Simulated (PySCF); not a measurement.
CH5AlS. Atoms are numbered in the order given.

```xyz
8

Al     0.2600    -1.4536     0.0000
H     -0.6584    -2.7392     0.0000
H      1.8447    -1.4690     0.0000
S     -0.7223     0.4785     0.0000
C      0.6848     1.6356     0.0000
H      0.6215     2.2631    -0.8880
H      0.6215     2.2631     0.8880
H      1.6384     1.1084     0.0000
```

Geometry: PBE0-D3(BJ)/def2-TZVP.

Method: PySCF with PBE0/def2-TZVPD.

ESP charges are fitted to the potential on shells at 1.4 to 2.0 van der Waals radii. Atomic charges (e):

```csv
atom,ESP fit,IAO
Al1,0.65,0.62
H2,-0.22,-0.19
H3,-0.21,-0.20
S4,-0.34,-0.21
C5,-0.21,-0.50
H6,0.13,0.17
H7,0.13,0.17
H8,0.07,0.16
```
